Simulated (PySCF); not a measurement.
Level of theory: PySCF with PBE-D3(BJ)/def2-TZVP // B3LYP-D3(BJ)/def2-TZVP. Isolated molecules, 0 K electronic values unless said otherwise. One relaxed conformer stands for a flexible species; it need not be the lowest. Delta-SCF ions had no search for a lower state. Excitations are Tamm–Dancoff values on a coarser integration grid. The basis has no diffuse functions, so Rydberg states are missing or too high.

Reference species (SMILES): `C/C(C#N)=C\[SiH3]` (neutral, multiplicity 1).

```
Quantity                                  Result
--------------------------------------  --------
vertical ionisation energy (Delta-SCF)   9.76 eV
LUMO                                    -2.77 eV
T1 excitation (TDA)                      3.51 eV
```

Changed species: `N#CC/C=C/[SiH3]`.

Problem. Predict the effect on the vertical ionisation energy (Delta-SCF), LUMO and T1 excitation (TDA).

Solution. the vertical ionisation energy (Delta-SCF) rises by 0.17 eV, to 9.93 eV; the LUMO rises by 0.85 eV, to -1.92 eV; the T1 excitation (TDA) rises by 0.82 eV, to 4.33 eV.
